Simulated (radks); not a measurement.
Values are calculated unless marked as measured or tabulated.
Question: Ag15+, 32 electrons, occupied as [Ar] 3d10 4s2 4p2. Level of theory: scalar-relativistic Kohn-Sham, LB94 model potential, spin-polarised, spherical densities, finite nucleus; open shells are filled with parallel spins first (spin-orbit coupling, left out, can overturn this in heavy ions); Fermi nuclear charge, rms radius 4.5454 fm (a radial shooting solver on a logarithmic mesh with Libxc functionals). Some entries of the table are withheld. Estimate them.

| orbital | occ. | eigenvalue (eV) | <r^2> (bohr^2) |
|---|---|---|---|
| 1s down | 1 | -25844.49 | 0.001304 |
| 1s up | 1 | -25844.47 | 0.001304 |
| 2s up | 1 | -4142.075 | 0.02131 |
| 2s down | 1 | -4141.664 | 0.02131 |
| 2p up | 3 | -3760.484 | 0.01676 |
| 2p down | 3 | -3759.823 | 0.01677 |
| 3s up | 1 | -1059.367 | 0.1528 |
| 3s down | 1 | -1059.140 | 0.1532 |
| 3p up | 3 | -933.3183 | (1) |
| 3p down | 3 | -933.1433 | (2) |
| 3d up | 5 | -735.2881 | 0.1363 |
| 3d down | 5 | -735.1920 | 0.1367 |
| 4s up | 1 | -422.2139 | 0.7365 |
| 4s down | 1 | -421.5057 | 0.7279 |
| 4p up | 2 | (3) | (4) |
| 4p down | 0 | (5) | (6) |

Answer: 
(1) 3p up <r^2> (bohr^2): 0.1533
(2) 3p down <r^2> (bohr^2): 0.1537
(3) 4p up eigenvalue (eV): -379.7835
(4) 4p up <r^2> (bohr^2): 0.8031
(5) 4p down eigenvalue (eV): -378.7380
(6) 4p down <r^2> (bohr^2): 0.7933
